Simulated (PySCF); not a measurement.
## Ionisation energy of Ti(6+) by level of theory

Ti(6+) [Ne] 3s2 3p4 (3P) → Ti(7+) [Ne] 3s2 3p3 (4S), as a difference of total energies. Computed with PySCF 2.14 in an uncontracted even-tempered set (20 s from 0.13 bohr⁻², ratio 2.5; 13 p from 0.17 bohr⁻², ratio 2.5; 5 d from 2.3 bohr⁻², ratio 2.7; 5 f from 3.5 bohr⁻², ratio 2.7), with scalar relativity by spin-free X2C-1e. Correlated levels: outer shells: 1s2 frozen; virtual orbitals above 40 to 60 times the deepest correlated orbital energy dropped. The calculations carry no spin-orbit coupling.

| method | ionisation energy (eV) |
| --- | --- |
| UHF | 138.99 |
| LDA | 140.77 |
| PBE | 140.66 |
| PBE0 | 140.63 |
| r2SCAN | 140.57 |
| TPSSh | 140.74 |
| PW91 | 140.83 |
| MP2 (outer shells) | 139.85 |
| SCS-MP2 (outer shells) | 139.91 |

A first-order spin-orbit estimate (lowest level to lowest level, LS coupling) adds 0.247 eV.

**Question.** Which method comes closest to the reference value, and which is furthest?

**Answer.** The reference is 140.68 ± 0.18 eV (semi-empirical (NIST evaluation); NIST Atomic Spectra Database, ionization energies). Closest: r2SCAN (error 0.130 eV); furthest: UHF (error -1.440 eV), both after the spin-orbit estimate.
